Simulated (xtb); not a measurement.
Ti(Cl)(OH)3 (ClH3O3Ti), SMILES [OH][Ti]([OH])([OH])[Cl], multiplicity 1. All values are semi-empirical tight-binding results from xtb (GFN2-xTB unless named), good for trends rather than for accurate numbers. Geometry: GFN2-xTB. The multiplicity is an assumed one; no other spin state was optimised. The structure was generated by enumeration; whether it is a known compound was not checked. One conformer was computed; it need not be the lowest.

For metal compounds this method's bond lengths and energies can be far off.

The point group as xtb finds it is C3v. The orbital gap comes out as 4.23 eV. The zero-point energy comes out as 22.1 kcal/mol and the G − E(el) at 298.15 K (modified RRHO) comes out as 1.0 kcal/mol.
